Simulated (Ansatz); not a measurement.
C4H11AlN2, SMILES `CC1=[N+](C)[AlH2-][N]1C` at its PBE0-D4/def2-TZVP geometry, where that method's forces vanish. Total charge 0; spin multiplicity 1.

| atom | x (Å) | y (Å) | z (Å) |
| --- | --- | --- | --- |
| C1 | -0.427 | 0.573 | 1.559 |
| C2 | -0.041 | 0.089 | 0.204 |
| N3 | -0.561 | 0.539 | -0.930 |
| C4 | -1.562 | 1.563 | -1.000 |
| Al5 | 0.529 | -0.706 | -1.927 |
| N6 | 0.849 | -0.865 | -0.029 |
| C7 | 1.571 | -1.556 | 1.000 |
| H8 | -0.730 | 1.619 | 1.529 |
| H9 | 0.392 | 0.454 | 2.267 |
| H10 | -1.277 | -0.011 | 1.927 |
| H11 | -1.202 | 2.529 | -0.626 |
| H12 | -1.850 | 1.707 | -2.041 |
| H13 | -2.470 | 1.303 | -0.443 |
| H14 | -0.280 | -1.926 | -2.560 |
| H15 | 1.720 | -0.039 | -2.751 |
| H16 | 2.200 | -2.318 | 0.540 |
| H17 | 0.908 | -2.064 | 1.711 |
| H18 | 2.232 | -0.891 | 1.569 |

For each bond, give half the difference of the two atoms' forces along it (eV/Å; positive pushes the atoms apart) under PBE-D4, r2SCAN-D4, B3LYP-D4, ωB97M-V in def2-TZVPP. (Estimate.)

Computed: 
```csv
bond,length (Å),PBE-D4,r2SCAN-D4,B3LYP-D4,ωB97M-V
C1–H8,1.090,0.11,-0.03,-0.07,-0.08
C1–H9,1.089,0.11,-0.03,-0.07,-0.08
C1–H10,1.094,0.11,-0.02,-0.06,-0.09
N3–C4,1.434,-0.12,0.08,0.17,0.30
N3–Al5,1.931,0.09,-0.06,0.06,0.00
C4–H11,1.097,0.12,-0.04,-0.07,-0.13
C4–H13,1.096,0.12,-0.04,-0.07,-0.12
Al5–N6,1.931,0.09,-0.06,0.06,0.00
Al5–H14,1.595,-0.02,-0.02,-0.12,-0.14
Al5–H15,1.594,-0.02,-0.02,-0.12,-0.13
N6–C7,1.434,-0.12,0.08,0.17,0.30
C7–H17,1.096,0.12,-0.04,-0.07,-0.12
C7–H18,1.097,0.12,-0.04,-0.07,-0.13
```

B3LYP here is the variant with VWN-RPA as its local correlation; programs differ in this.
